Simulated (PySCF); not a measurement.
Species: C₅H₇NO.
Structure used (PBE0-D3(BJ)/def2-SVP), in Å, numbered top down from 1:
```
atom  x, y, z in Å
N1     2.4823    1.2411    1.4292
C2     1.7459    0.8114    0.6462
C3     0.8095    0.2717   -0.3283
C4     0.2353   -1.1176    0.0582
C5    -1.2648   -0.8381    0.1793
O6    -1.5067    0.2375   -0.6909
C7    -0.4685    1.1446   -0.4749
H8     1.3358    0.2100   -1.2928
H9     0.6746   -1.5108    0.9848
H10    0.4374   -1.8370   -0.7467
H11   -1.8985   -1.6832   -0.1234
H12   -1.5253   -0.5637    1.2212
H13   -0.6277    1.7292    0.4525
H14   -0.4173    1.8403   -1.3232
```

Computed with core-valence-separated Tamm–Dancoff BHandHLYP/aug-pcX-1 (pcseg-1 on H) in PySCF, non-relativistic, gas phase, PBE0-D3(BJ)/def2-SVP geometry. No empirical shift is added; at this level the pattern usually sits a few eV under experiment.

The lowest roots of each edge with f over 0.003 (five at most, numbered afresh; weaker and dark ones are left out), with transition dipoles (au) in the frame of the coordinates:

| root | edge | E (eV) | μx | μy | μz |
| --- | --- | --- | --- | --- | --- |
| 1 | C | 284.02 | -0.0132 | 0.0877 | -0.0356 |
| 2 | C | 284.05 | -0.0728 | 0.0140 | 0.0614 |
| 3 | C | 285.90 | 0.0241 | -0.0330 | -0.0169 |
| 4 | C | 286.37 | -0.0210 | 0.0063 | -0.0578 |
| 5 | C | 286.51 | 0.0329 | 0.0028 | -0.0403 |
| 6 | N | 397.32 | 0.0188 | -0.0746 | 0.0233 |
| 7 | N | 397.38 | -0.0593 | 0.0023 | 0.0542 |
| 8 | O | 534.21 | 0.0231 | 0.0447 | -0.0147 |
| 9 | O | 534.42 | -0.0198 | 0.0022 | -0.0278 |
| 10 | O | 535.08 | 0.0159 | -0.0087 | -0.0016 |
| 11 | O | 535.19 | -0.0016 | -0.0238 | 0.0077 |

Q: What are the oscillator strengths?

A: f = (2/3) ΔE |μ|², with ΔE in hartree (27.2114 eV):

```csv
root,ΔE (Eh),|μ|² (au),f,core hole on
1,10.4376,0.009133,0.064,C2
2,10.4387,0.009266,0.064,C2
3,10.5068,0.001955,0.014,C4
4,10.5241,0.003822,0.027,C4
5,10.5291,0.002714,0.019,C3
6,14.6012,0.006461,0.063,N1
7,14.6035,0.006459,0.063,N1
8,19.6320,0.002748,0.036,O6
9,19.6397,0.001170,0.015,O6
10,19.6639,0.000331,0.004,O6
11,19.6679,0.000628,0.008,O6
```

Q: Molecules are fixed in this frame and the field points along y. What effective strengths 3 f cos²θ do the roots have (θ between field and μ)?

A: root 1 (C2): 0.161, root 2 (C2): 0.004, root 3 (C4): 0.023, root 4 (C4): 0.001, root 5 (C3): 0.000, root 6 (N1): 0.162, root 7 (N1): 0.000, root 8 (O6): 0.078, root 9 (O6): 0.000, root 10 (O6): 0.003, root 11 (O6): 0.022. Averaged over all orientations cos²θ is 1/3, which gives f back.

One conformer stands for the species.
